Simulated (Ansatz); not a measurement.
Reaction (isomerisation): `O[SiH](F)O[SiH2]F` → `O[SiH2][Si](O)(F)F`

Calculated with Ansatz (gas phase, PBE0-D4/def2-TZVP geometries, no zero-point term in ΔE). CBS: MP2 limit from def2 TZ/QZ plus the TZ coupled-cluster correction, frozen cores. Functionals use def2-TZVPP. One conformer a species, not always the lowest.

Question: Is it downhill or uphill in electronic energy at CCSD(T)/CBS, and by how much? (An estimate is asked.)

Answer: Computed: Uphill: ΔE = +152.2 kJ/mol.

Question: What do these levels give: r2SCAN-D4, B2PLYP, SCS-MP2/def2-TZVPP, CCSD/def2-TZVPP, HF/def2-QZVPP, HF/CBS(def2)? (Estimate.)

Answer: Ansatz gave: r2SCAN-D4 144.2, B2PLYP 154.2, SCS-MP2/def2-TZVPP 163.1, CCSD/def2-TZVPP 156.9, HF/def2-QZVPP 181.2, HF/CBS(def2) 181.6 kJ/mol.

Largest T1 diagnostic among the species: 0.012.

From PBE to PBE0 (25 % exact exchange), in def2-TZVPP and without D4, ΔE moves by +11.8 kJ/mol. In def2-TZVPP, CCSD(T) changes the Hartree–Fock value by −25.1 kJ/mol (the triples alone add −3.6 kJ/mol) and MP2 by −18.0 kJ/mol.
